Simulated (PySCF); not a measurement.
# Krypton: a sound run and one with changed settings

Sound run: Kr⁺ [Ar] 3d10 4s2 4p5, Kr²⁺ [Ar] 3d10 4s2 4p4. All numbers are calculated (PySCF 2.14, the spin-free X2C one-electron Hamiltonian (Gaussian nucleus), in x2c-TZVPall). The sound run starts from symmetry-adapted Hartree-Fock orbitals and uses a fine grid where one is needed.

Changed run: 14 angular points. This setting is unsound on purpose.

| species | method | sound run (hartree) | changed run (hartree) | converged |
| --- | --- | --- | --- | --- |
| Kr⁺ | UHF | -2787.69941 | -2787.69941 | yes |
| Kr⁺ | BP86 | -2789.84795 | -2789.84835 | yes |
| Kr⁺ | M06-2X | -2789.64529 | -2789.64915 | yes |
| Kr²⁺ | UHF | -2786.84492 | -2786.84492 | yes |
| Kr²⁺ | BP86 | -2788.94845 | -2788.94839 | yes |
| Kr²⁺ | M06-2X | -2788.75662 | -2788.75379 | yes |

Ionisation energy of Kr⁺:

```json
{"method": "UHF", "sound run (eV)": "23.252", "changed run (eV)": "23.252"}
{"method": "BP86", "sound run (eV)": "24.477", "changed run (eV)": "24.489"}
{"method": "M06-2X", "sound run (eV)": "24.182", "changed run (eV)": "24.364"}
```

A coarse angular grid integrates products of high-l functions wrongly, so density functionals can shift, and the SCF can exploit the error; Hartree-Fock and MP2 need no grid.

For comparison, NIST gives 24.360 eV between the lowest levels.
